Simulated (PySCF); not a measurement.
Gas-phase reaction: SnF3 + F ⇌ SnF4

Energies from PySCF, thermal terms from the rigid-rotor harmonic-oscillator model, ideal gas at 1 bar. † marks an energy on the PBE0/def2-TZVP geometry and frequencies. MP2 and CCSD(T) freeze the core. Open shells (unrestricted): SnF3 (multiplicity 2), F (multiplicity 2, electronic degeneracy 6); the rest are closed-shell singlets. Spin-orbit splitting is ignored; it lowers the true energy and changes the entropy of F. B3LYP is the form with VWN-RPA correlation. Sn: scalar-relativistic def2 core potential, no spin-orbit coupling. SnF3: computed as isolated molecules; such fragments, hydroxides, amides, oligomers or adducts are transient or little studied in the gas. MP2 isn't extrapolated to the basis-set limit; its ΔH°(298 K) is -449.1 kJ in def2-SVP and -473.0 kJ in def2-TZVPP. CCSD(T) isn't extrapolated to the basis-set limit; its ΔH°(298 K) is -417.5 kJ in def2-SVP and -443.9 kJ in def2-TZVPP. The harmonic model lacks anharmonicity and excited electronic states, which grow with temperature; levels with a mode under 35 cm⁻¹ are left out.

ΔH° and ΔS° at 298 K: B3LYP/def2-TZVP† -418 kJ, -152 J/K; CCSD(T)/def2-SVP† -417 kJ, -152 J/K; HF/def2-TZVP† -296 kJ, -152 J/K; M06-2X/def2-TZVP† -443 kJ, -152 J/K; MP2/def2-SVP† -449 kJ, -152 J/K.

Task: With the heat capacities included, give log10 K (1 bar) at 1000, 1200, 1800, 2000, 2500 K from B3LYP/def2-TZVP†, CCSD(T)/def2-SVP†, HF/def2-TZVP†, M06-2X/def2-TZVP†, MP2/def2-SVP†.

Result: 
```
T (K)  B3LYP/def2-TZVP†  CCSD(T)/def2-SVP†  HF/def2-TZVP†  M06-2X/def2-TZVP†  MP2/def2-SVP†
-----  ----------------  -----------------  -------------  -----------------  -------------
1000               13.9               13.9            7.5               15.2           15.5
1200               10.3               10.2            5.0               11.4           11.6
1800                4.2                4.2            0.7                5.0            5.1
2000                3.0                3.0           -0.1                3.7            3.8
2500                0.9                0.9           -1.7                1.4            1.5
```
